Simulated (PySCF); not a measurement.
C₃H₁₀Sn, SMILES CC[CH2][SnH3].

The structure is a stationary point at B3LYP-D3(BJ)/def2-SVP. The structure was generated by enumeration; whether it is a known compound was not checked. The def2 effective core potentials stand for the cores of Sn; spin–orbit coupling is left out. The values are those of a single conformer.

The numbers are results of B3LYP-D3(BJ)/def2-SVP in PySCF, not measurements.

Frequencies are harmonic and unscaled.

Question: List the normal modes with their intensities. (The exact figures need the calculation; the answer reports its results.)

Answer: 
```csv
mode,ν (cm⁻¹),IR (km/mol),Raman (Å⁴/amu),depolarisation,moving atoms (share of kinetic energy)
1,69,0.0,0.1,0.60,"H 86 %, C 13 %"
2,108,0.1,0.1,0.38,"H 47 %, C 46 %"
3,168,0.2,0.5,0.34,"H 53 %, C 38 %, Sn 9 %"
4,271,0.5,0.9,0.28,"H 82 %, C 17 %"
5,361,6.1,1.5,0.66,"H 58 %, C 41 %"
6,400,23.0,9.2,0.72,H 97 %
7,425,24.2,18.1,0.40,"H 57 %, C 34 %, Sn 9 %"
8,535,29.7,15.6,0.21,"C 50 %, H 44 %"
9,689,231.9,22.3,0.66,H 98 %
10,720,81.7,20.8,0.74,"H 90 %, C 8 %"
11,732,52.1,36.2,0.75,H 98 %
12,740,2.6,20.6,0.72,"H 80 %, C 20 %"
13,809,3.2,2.4,0.73,"H 85 %, C 15 %"
14,887,0.0,6.9,0.57,"C 60 %, H 40 %"
15,1006,7.6,1.9,0.61,"H 81 %, C 19 %"
16,1032,0.9,4.6,0.58,"H 83 %, C 17 %"
17,1085,3.6,6.0,0.47,"C 65 %, H 35 %"
18,1200,3.1,24.2,0.37,"H 62 %, C 38 %"
19,1214,5.3,4.2,0.34,"H 66 %, C 34 %"
20,1298,9.0,7.4,0.53,"H 87 %, C 13 %"
21,1361,13.1,0.9,0.75,"H 70 %, C 30 %"
22,1405,6.6,3.9,0.74,"H 75 %, C 25 %"
23,1437,1.4,16.5,0.72,"H 91 %, C 9 %"
24,1465,1.1,24.3,0.75,H 96 %
25,1473,8.2,14.6,0.74,H 97 %
26,1480,1.7,0.9,0.31,H 92 %
27,1882,108.1,279.0,0.03,H 100 %
28,1889,209.5,145.4,0.52,H 99 %
29,1891,194.3,117.9,0.66,H 99 %
30,3009,38.3,181.5,0.20,H 94 %
31,3021,18.9,109.4,0.03,H 97 %
32,3041,4.4,148.9,0.29,H 93 %
33,3053,22.4,102.1,0.37,H 92 %
34,3096,33.9,19.4,0.43,"H 91 %, C 9 %"
35,3102,19.6,76.1,0.73,"H 90 %, C 10 %"
36,3109,30.9,98.6,0.61,"H 91 %, C 9 %"
```
